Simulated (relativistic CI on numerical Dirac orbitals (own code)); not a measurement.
Xe²⁺: what numerical and physical settings do to a radial Dirac CI calculation

Reference input:

```
atom Xe  Z=54  charge=2  electrons=52
nucleus A=132  rms_radius_fm=4.7859
hamiltonian dirac-coulomb  breit=on  qed=on  c_scale=1
orbitals kli  potential=per-configuration
slater_scale 1
correlation none
mixing on
grid step=0.0125 r_max=67.1
scf mixing=0.4 start=green max_iterations=150 tolerance=2e-08 node_fill=0.05
configurations
  [Kr] 4d10 5s2 5p4
  [Kr] 4d10 5s 5p5
  [Kr] 4d10 5s2 5p3 5d
end
```

Computed lowest total energy -7436.11636 Ha, first excitation 8882.9 cm⁻¹, 33 SCF steps. Runs with settings changed; * marks those that are bad on purpose:

```csv
Changed,Outcome,Lowest level,ΔE (Ha),First excitation (cm⁻¹),SCF steps,Message
end of the grid at 33.55 bohr,converged,5s²5p⁴ ³P2,-3.64e-12,8882.9,33,
start potential previous,converged,5s²5p⁴ ³P2,1.76e-10,8882.9,29,
Breit term off,converged,5s²5p⁴ ³P2,-5.77,8964.1,33,
"grid step 0.02, iteration limit 30, Breit term off",converged,5s²5p⁴ ³P2,-5.77,8964.1,34,
Slater scale 0 *,converged,5s²5p⁴ ³P2,0.0177,2.8,33,
end of the grid at 5.37 bohr *,not converged,,,,11,orbital 4d3/2 not found
```

With so few configurations and no correlation, terms lie too far apart (by 10 to 50 % near neutrality), their order can be wrong, and levels of other configurations are missing.
